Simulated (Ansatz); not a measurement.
Program: Ansatz. Geometries: PBE0-D4/def2-TZVP. ΔE: electronic, gas phase. CCSD(T)/CBS adds triple-zeta CCSD(T) − MP2 to the extrapolated MP2 energy (def2 sets, frozen cores). This one scheme is used for every species, atoms too. Functionals use def2-TZVPP. B3LYP here is the variant with VWN-RPA as its local correlation; programs differ in this. Open shells (•) are unrestricted, without spin–orbit coupling. Spin–orbit coupling would lower the free atoms: a little for Cl, O, Si. One conformer a species, not always the lowest.

Reaction (atomization): `O[SiH2][Si](O)(Cl)Cl` → 2 Cl• + 4 H• + 2 O• + 2 Si•

Q: What is ΔE at CCSD(T)/CBS? (Estimate.)

A: Ansatz gave: +850.3 kcal/mol.

Q: What do these levels give: PBE-D4, r2SCAN-D4, PBE0-D4, B3LYP-D4, ωB97X-V, ωB97M-V, PBE, r2SCAN, HF/def2-TZVPP, HF/def2-QZVPP, HF/CBS(def2), MP2/CBS(def2)? (An estimate is asked.)

A: Computed: PBE-D4 853.2, r2SCAN-D4 849.1, PBE0-D4 837.7, B3LYP-D4 837.2, ωB97X-V 850.4, ωB97M-V 849.0, PBE 845.5, r2SCAN 847.2, HF/def2-TZVPP 607.3, HF/def2-QZVPP 609.3, HF/CBS(def2) 609.6, MP2/CBS(def2) 875.1 kcal/mol.

Largest T1 diagnostic among the species: 0.012.

In def2-TZVPP, CCSD(T) changes the Hartree–Fock value by +212.6 kcal/mol (the triples alone add +14.4 kcal/mol) and MP2 by +237.4 kcal/mol; breaking electron pairs costs correlation energy, which Hartree–Fock lacks. From PBE to PBE0 (25 % exact exchange), in def2-TZVPP and without D4, ΔE moves by −14.4 kcal/mol: exact exchange takes away binding that semilocal exchange gives to molecules.

For atomizations the MP2-based limit and the directly extrapolated one differ by several kJ/mol either way, and by 10 to 25 for some Ge, Se and Sn compounds, so smaller differences from it don't rank the levels.
